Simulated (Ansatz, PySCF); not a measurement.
This Ansatz (a first-principles code) input computes a CCSD(T)/cc-pVDZ energy:

Ansatz 0.2 input:
```yaml
crystal:
  periodic: [false, false, false]
  atoms:
    - {symbol: N, position_ang: [-1.07507719, 0.23822819, 0.43303185]}
    - {symbol: C, position_ang: [0.23242619, 0.27986572, -0.02358309]}
    - {symbol: O, position_ang: [0.90154781, -0.66954360, -0.33390847]}
    - {symbol: H, position_ang: [-1.71882519, 0.69123646, -0.22418744]}
    - {symbol: H, position_ang: [0.63742601, 1.31832075, 0.00573087]}
basis:
  gaussian:
    orbitals: cc-pVDZ
magnetization: {spin_polarized: true, initial_magnetization: 1}
correlation: {method: ccsd_t, electrons: outside_noble_gas}
```

Question: Write an input for the same energy in PySCF and say what it gives.

Answer: 
```python
from pyscf import gto, scf, mp, cc as ccmod

mol = gto.M(
    atom='''
    N    -1.07507719    0.23822819    0.43303185
    C     0.23242619    0.27986572   -0.02358309
    O     0.90154781   -0.66954360   -0.33390847
    H    -1.71882519    0.69123646   -0.22418744
    H     0.63742601    1.31832075    0.00573087
    ''',
    basis='cc-pvdz',
    charge=0,
    spin=1,
    verbose=4,
)

mf = scf.UHF(mol)
mf.conv_tol = 1e-10
mf.max_cycle = 100
mf.kernel()
mo, _, stable, _ = mf.stability(return_status=True)
if not stable:
    mf.kernel(mf.make_rdm1(mo, mf.mo_occ))
mp2 = mp.MP2(mf, frozen=3).run()
cc = ccmod.CCSD(mf, frozen=3)
cc.max_cycle = 100
cc.kernel()
et = cc.ccsd_t()
print(f'E(CCSD(T)) = {cc.e_tot + et:.9f}')
```
It gives -168.78261 Eh, and Ansatz -168.78260 Eh, a difference of 0.01 mEh.

It need not be the lowest isomer of its formula.
